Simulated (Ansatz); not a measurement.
Steps of a relaxation of `C=CB(S)Cl` with RKS PBE-D4/def2-SVP.

```sh
$ ansatz run in.yaml --threads 4 --pin off --events-out ev --progress --plain --max-ram 10444MiB
```

```yaml
crystal:
  periodic: [false, false, false]
  atoms:
    - {symbol: C, position_ang: [0.594500, 0.755500, 1.364600]}
    - {symbol: C, position_ang: [0.309100, -0.250000, 0.557100]}
    - {symbol: B, position_ang: [-0.703200, -0.178500, -0.680800]}
    - {symbol: S, position_ang: [-0.852300, -1.703500, -1.730000]}
    - {symbol: Cl, position_ang: [-1.577700, 1.362000, -1.119100]}
    - {symbol: H, position_ang: [0.063400, 1.775100, 1.189700]}
    - {symbol: H, position_ang: [1.261300, 0.704200, 2.189700]}
    - {symbol: H, position_ang: [0.857700, -1.168800, 0.752800]}
    - {symbol: H, position_ang: [0.135800, -1.342400, -2.541200]}
basis:
  gaussian: {orbitals: def2-SVP}
hamiltonian: {xc: pbe, dispersion: d4}
relax: {f_tol: 0.03, max_steps: 200}
```

Positions (Å) and forces (eV/Å) along the path, 10 of 10 steps:

```xyz
9
step=1 energy=-26151.3127 eV
C     0.595    0.755    1.365   -1.702    3.296   -0.397
C     0.309   -0.250    0.557   -1.130   -0.694   -1.658
B    -0.703   -0.178   -0.681    0.806    0.511    0.433
S    -0.852   -1.704   -1.730   -0.986   -0.350    0.423
Cl   -1.578    1.362   -1.119    0.518   -0.975    0.400
H     0.063    1.775    1.190    0.768   -1.308    0.371
H     1.261    0.704    2.190    1.043   -0.111    1.108
H     0.858   -1.169    0.753    0.029   -0.732   -0.146
H     0.136   -1.342   -2.541    0.655    0.363   -0.532
9
step=2 energy=-26151.5172 eV
C     0.559    0.803    1.389   -0.429    0.995   -0.459
C     0.329   -0.243    0.569   -0.191   -0.484   -0.378
B    -0.558   -0.207   -0.728   -0.491    0.252    0.746
S    -0.869   -1.731   -1.758    0.234    0.143    0.147
Cl   -1.514    1.287   -1.049    0.414   -0.374   -0.126
H     0.055    1.785    1.195    0.292   -0.413    0.064
H     1.263    0.782    2.224    0.105   -0.174    0.383
H     0.802   -1.205    0.839    0.110    0.002   -0.189
H     0.022   -1.317   -2.697   -0.043    0.053   -0.188
9
step=3 energy=-26151.6194 eV
C     0.554    0.826    1.390   -0.101   -0.219   -0.006
C     0.333   -0.255    0.596    0.156   -0.311    0.140
B    -0.558   -0.261   -0.681   -0.264    0.417    0.042
S    -0.847   -1.775   -1.736    0.729    0.357   -0.138
Cl   -1.406    1.268   -1.116    0.274   -0.336   -0.076
H     0.045    1.781    1.186   -0.010    0.089   -0.058
H     1.215    0.805    2.280   -0.058   -0.079   -0.199
H     0.864   -1.202    0.849   -0.141    0.218   -0.045
H    -0.112   -1.234   -2.784   -0.583   -0.135    0.340
9
step=4 energy=-26151.7243 eV
C     0.543    0.829    1.406   -0.039   -0.257    0.073
C     0.347   -0.265    0.625    0.049   -0.259    0.190
B    -0.517   -0.270   -0.664   -0.218    0.299   -0.285
S    -0.767   -1.791   -1.709    0.853    0.541   -0.493
Cl   -1.336    1.256   -1.155    0.265   -0.286   -0.062
H     0.030    1.773    1.170   -0.014    0.128   -0.025
H     1.185    0.824    2.311   -0.059   -0.049   -0.225
H     0.879   -1.204    0.890   -0.109    0.163   -0.005
H    -0.277   -1.199   -2.892   -0.728   -0.279    0.831
9
step=5 energy=-26151.8726 eV
C     0.521    0.819    1.425   -0.047    0.096   -0.052
C     0.334   -0.278    0.653   -0.039   -0.119    0.025
B    -0.488   -0.269   -0.661   -0.006   -0.214   -0.247
S    -0.635   -1.812   -1.676    0.619    1.023   -0.971
Cl   -1.264    1.230   -1.222    0.097   -0.019   -0.096
H     0.023    1.771    1.162    0.025   -0.043    0.070
H     1.176    0.827    2.313   -0.016   -0.035   -0.024
H     0.880   -1.203    0.915   -0.072   -0.026    0.078
H    -0.457   -1.133   -2.925   -0.562   -0.662    1.216
9
step=6 energy=-26152.0575 eV
C     0.505    0.819    1.429    0.002   -0.060    0.073
C     0.338   -0.282    0.659    0.027   -0.011    0.044
B    -0.428   -0.269   -0.687   -0.048    0.223    0.029
S    -0.497   -1.774   -1.682    0.248    0.139   -0.733
Cl   -1.195    1.226   -1.269    0.033    0.055   -0.097
H    -0.003    1.770    1.185    0.054   -0.038   -0.048
H     1.154    0.822    2.322   -0.064   -0.028    0.004
H     0.872   -1.209    0.940   -0.026    0.037    0.067
H    -0.657   -1.149   -2.916   -0.227   -0.317    0.660
9
step=7 energy=-26152.1467 eV
C     0.499    0.818    1.450   -0.038   -0.021   -0.013
C     0.373   -0.268    0.653    0.083   -0.039    0.072
B    -0.361   -0.257   -0.706   -0.223   -0.017   -0.463
S    -0.390   -1.767   -1.732    0.132    0.329    0.049
Cl   -1.165    1.216   -1.334    0.153   -0.125    0.134
H     0.011    1.772    1.180    0.044   -0.009    0.012
H     1.088    0.803    2.385   -0.052   -0.006   -0.023
H     0.884   -1.201    0.956   -0.018    0.013    0.042
H    -0.851   -1.161   -2.870   -0.080   -0.125    0.189
9
step=8 energy=-26152.1780 eV
C     0.469    0.806    1.461    0.059   -0.010   -0.024
C     0.413   -0.255    0.623    0.055    0.069    0.006
B    -0.312   -0.232   -0.748    0.103    0.036   -0.043
S    -0.320   -1.740   -1.742   -0.055    0.008   -0.029
Cl   -1.075    1.250   -1.365   -0.056    0.020    0.017
H     0.000    1.769    1.192   -0.060   -0.028    0.020
H     0.995    0.765    2.430    0.002    0.003   -0.016
H     0.941   -1.177    0.926   -0.077   -0.055    0.043
H    -1.022   -1.232   -2.796    0.030   -0.042    0.027
9
step=9 energy=-26152.1809 eV
C     0.473    0.806    1.463    0.025    0.027    0.011
C     0.432   -0.244    0.613   -0.014   -0.033   -0.078
B    -0.287   -0.213   -0.762   -0.047   -0.007    0.036
S    -0.327   -1.739   -1.727    0.029   -0.019   -0.018
Cl   -1.078    1.259   -1.370    0.016    0.013    0.009
H    -0.013    1.761    1.200    0.002    0.014    0.014
H     0.987    0.756    2.437   -0.008    0.008    0.014
H     0.930   -1.183    0.915    0.014    0.001    0.038
H    -1.029   -1.250   -2.786   -0.017   -0.003   -0.027
9
step=10 energy=-26152.1819 eV
C     0.479    0.809    1.457    0.000   -0.001    0.000
C     0.424   -0.252    0.619   -0.013    0.004   -0.015
B    -0.297   -0.221   -0.755    0.012   -0.019    0.007
S    -0.311   -1.734   -1.743    0.002   -0.002   -0.002
Cl   -1.094    1.252   -1.351   -0.012    0.019   -0.004
H     0.001    1.766    1.186    0.010   -0.002    0.011
H     0.993    0.766    2.432    0.000    0.001   -0.003
H     0.916   -1.191    0.934    0.001    0.006    0.010
H    -1.022   -1.242   -2.796    0.000   -0.005   -0.006
```

Hardware: 4 threads of an Arm Neoverse V1 on a shared host. Wall time 12 s, peak host memory 0.15 GiB.
